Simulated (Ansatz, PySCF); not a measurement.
Gas-phase reaction in SMILES: OB(O[SiH3])O[SiH3] + 5 [H][H] (H2) -> B (BH3) + 3 O (H2O) + 2 [SiH4] (SiH4)
Geometries: B3LYP-D3(BJ)/def2-TZVP minima from Ansatz (a program for electronic structure), one conformer each, not searched for the lowest. Frequencies are from Ansatz or PySCF.

Property: energy of full hydrogenation (enthalpy at 298 K, with B3LYP-D3(BJ) rigid-rotor harmonic-oscillator terms), in kcal/mol. Correlated levels leave the core frozen unless marked. Spin-orbit coupling is left out. Non-relativistic. CBS(X,Y): correlation extrapolated as X^-3; Hartree-Fock from the larger set.

Level to compare with: CCSD(T)/CBS(cc-pV(T+d)Z,cc-pV(Q+d)Z) (Ansatz), 129.7 kcal/mol. It is a level with limits of its own, and the differences hold the functionals' basis error too.

**Question.** Rank these functionals by how close they come to CCSD(T)/CBS(cc-pV(T+d)Z,cc-pV(Q+d)Z), closest first: wB97X-V/def2-TZVPD (Ansatz); wB97X/def2-TZVPD (Ansatz); wB97M-V/def2-TZVPD (Ansatz).

**Answer.** wB97M-V/def2-TZVPD (range-separated hybrid meta-GGA with VV10, 127.9 kcal/mol, difference -1.8), wB97X-V/def2-TZVPD (range-separated hybrid with VV10, 125.7 kcal/mol, difference -4.0), wB97X/def2-TZVPD (range-separated hybrid, 120.4 kcal/mol, difference -9.3)
